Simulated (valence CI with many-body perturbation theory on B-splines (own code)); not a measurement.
Values are calculated unless marked as measured or tabulated.
## Run record, Tm LXIII

Method: configuration interaction combined with many-body perturbation theory (CI+MBPT): five valence electrons over a frozen Dirac-Fock core [He], radial functions for each j: 11 s, 11 p, 10 d, 8 f, 5 g, 2 h, with the one-electron correlation potential Σ1 (screened to all orders), the two-electron term Σ2, the three-electron term Σ3, Breit, model QED; selected single and double excitations, second order for the rest, scaled by the run's own slope (own B-spline code, finite nucleus).

Command, and the settings that its task file holds:

```sh
python run_cv.py task.json out
```

```
atom Tm  Z=69  mass_number=169  rms_radius_fm=5.2256
core [He]
valence 2s2 2p3
avg = 1
basis = M
breit = 1
cap = 32000
capref = 2000
cscale = 1
de = 0.0
dress = 0
eps = 2e-08
extrap = 1
h = 0.27
hh = 1
l2 = 3
lcore = 6
maxit = 60
n2 = 5
natural = 1
nlev = 150
nno = [5, 5, 5, 4, 2, 1]
nroot = 36
nsp = [6, 6, 5, 4, 3, 1]
pt2 = 1
qed = 1
rpa = 1
s1 = 1
s2 = 1
s3 = 1
screen = 1
tol = 2e-05
whole = 1
```

It took 120 s on 1 thread of AMD EPYC 7R43 64-Core Processor (Zen 3) (shared host).

Log. The first blocks belong to the next ion, which gives the ionisation energy. Fields: 2J, parity (1 odd), roots, reference size, generating configurations, candidates as configurations/state functions, variational space P, stored matrix elements, Davidson steps; e2 is the range of second-order energies in hartree. The first line gives the box (bohr), its intervals, the orbitals and the steps of their self-consistent field. Window is the range of levels sought, series limit the energy at which the first omitted orbital would enter, core excitation an estimate of the first excitation out of the core, left out the lowest levels not solved, and shifts from estimates the range by which levels moved from their first estimate, all in cm⁻¹.

```
rmax 2.4 intervals 56 orbitals 83 references ['2s2 2p3', '2s 2p4', '2p5'] scf 2 t 0.5
2J=0 par=0 roots 2 ref 28 generators 3 cand 5650/7803 P 2294/3200 nnz 1.4e+06 it 4
2J=0 par=0 roots 2 ref 28 generators 4 cand 3382/4631 P 3436/4904 nnz 3e+06 it 4
   second order: generators 5 cand 5033/8486 e2 -0.00001 -0.00000
reference levels 1213, estimated 735, window 84433227 1/cm; series limit 106008403, core excitation 407045988
2J=3 par=1 roots 36 ref 161 generators 22 cand 55015/403336 P 1791/7267 nnz 5.1e+06 it 7
2J=3 par=1 roots 36 ref 161 generators 26 cand 58876/457974 P 5765/31991 nnz 5.6e+07 it 8
   second order: generators 33 cand 86586/734343 e2 -0.03266 -0.00831
2J=5 par=1 roots 29 ref 142 generators 17 cand 56784/499593 P 1696/7251 nnz 5.9e+06 it 7
2J=5 par=1 roots 29 ref 142 generators 21 cand 60666/586350 P 5160/31996 nnz 6.1e+07 it 8
   second order: generators 27 cand 77841/842466 e2 -0.03369 -0.01222
2J=1 par=1 roots 26 ref 106 generators 19 cand 48004/221504 P 2515/7204 nnz 4.2e+06 it 7
2J=1 par=1 roots 26 ref 106 generators 24 cand 51415/237603 P 8288/31991 nnz 4.7e+07 it 8
   second order: generators 31 cand 76051/391115 e2 -0.01518 -0.00455
2J=5 par=0 roots 29 ref 159 generators 20 cand 58250/504449 P 1824/7244 nnz 5.4e+06 it 7
2J=5 par=0 roots 29 ref 159 generators 25 cand 62082/591241 P 5606/31987 nnz 5.6e+07 it 7
   second order: generators 35 cand 99791/1156412 e2 -0.03182 -0.01284
2J=1 par=0 roots 26 ref 105 generators 21 cand 49369/223703 P 2563/7198 nnz 4.2e+06 it 8
2J=1 par=0 roots 26 ref 105 generators 26 cand 52716/239807 P 8504/31992 nnz 4.6e+07 it 9
   second order: generators 34 cand 76006/420396 e2 -0.01622 -0.00358
2J=3 par=0 roots 34 ref 160 generators 19 cand 56413/407072 P 1810/7267 nnz 5.1e+06 it 5
2J=3 par=0 roots 34 ref 160 generators 25 cand 60246/461714 P 5822/31999 nnz 5.5e+07 it 8
   second order: generators 36 cand 100435/925406 e2 -0.03423 -0.00992
2J=7 par=1 roots 17 ref 96 generators 11 cand 46375/452196 P 1700/7186 nnz 6.4e+06 it 7
2J=7 par=1 roots 17 ref 96 generators 14 cand 50347/555669 P 5054/31993 nnz 6.7e+07 it 8
   second order: generators 19 cand 63023/832476 e2 -0.02150 -0.00971
2J=7 par=0 roots 13 ref 110 generators 10 cand 43316/425444 P 1754/7208 nnz 5.6e+06 it 6
2J=7 par=0 roots 13 ref 110 generators 12 cand 42819/423385 P 5214/31991 nnz 6.4e+07 it 8
   second order: generators 17 cand 64424/867536 e2 -0.02062 -0.00923
2J=9 par=0 roots 5 ref 67 generators 5 cand 29383/326386 P 1725/6399 nnz 4.1e+06 it 5
2J=9 par=0 roots 5 ref 67 generators 8 cand 31510/351788 P 5589/31958 nnz 6.7e+07 it 5
   second order: generators 10 cand 39067/531360 e2 -0.00811 -0.00435
2J=9 par=1 roots 6 ref 46 generators 4 cand 22023/235518 P 1439/6389 nnz 5.1e+06 it 5
2J=9 par=1 roots 6 ref 46 generators 4 cand 21405/232183 P 4427/31996 nnz 9.2e+07 it 6
   second order: generators 7 cand 34486/483569 e2 -0.00808 -0.00290
2J=11 par=1 roots 2 ref 19 generators 2 cand 17951/210237 P 1700/6394 nnz 3.6e+06 it 5
2J=11 par=1 roots 2 ref 19 generators 4 cand 19649/234801 P 4738/31999 nnz 8.3e+07 it 5
   second order: generators 4 cand 16611/209196 e2 -0.00194 -0.00145
left out: unestimated 96892510, estimated 87205064, shifts from estimates -20842 to 199
operators 0.3
```

The Davidson iterations converged.

The last digits are not significant, and no measured levels were compared; by estimate large intervals hold to a few tenths of a per cent, small ones and those within an open d or f shell to about a per cent. Among the levels kept, up to 7400 cm⁻¹ of a level comes from second order outside the variational space, and about a tenth of that is noise between levels of different J, which matters for small intervals.

- Valence energy: -2915.175 hartree
- Ionisation energy: 14300 eV (NIST: 14300 ± 15 eV (theoretical))
- Reference configurations for the orbitals: 2s2 2p3, 2s 2p4, 2p5
- Radial orbitals: 83
- Box radius: 2.37 bohr
- Largest variational space: 31999
- Lowest levels: (2s^2 2p1/2^2 2p3/2) J=3/2 0.00, (2s^2 2p1/2 2p3/2^2) J=3/2 8079.6, (2s^2 2p1/2 2p3/2^2) J=5/2 8263.4, (2s^2 2p1/2 2p3/2^2) J=1/2 8640.6, (2s 2p1/2^2 2p3/2^2) J=5/2 10586, (2s 2p1/2^2 2p3/2^2) J=1/2 11363, (2s 2p1/2^2 2p3/2^2) J=3/2 11374, (2s^2 2p3/2^3) J=3/2 16737, (2s 2p1/2 2p3/2^3) J=3/2 [a] 18869, (2s 2p1/2 2p3/2^3) J=5/2 19189, (2s 2p1/2 2p3/2^3) J=1/2 19651, (2s 2p1/2 2p3/2^3) J=3/2 [b] 19724, (2p1/2^2 2p3/2^3) J=3/2 22490, (2s 2p3/2^4) J=1/2 27872 × 10³ cm⁻¹

Levels are named by their leading jj configuration (3d3/2^4 stands for four electrons in 3d with j = 3/2), which in mixed levels can hold well under half, so a name can repeat and another be missing. Letters in brackets count levels of one name in rising energy.
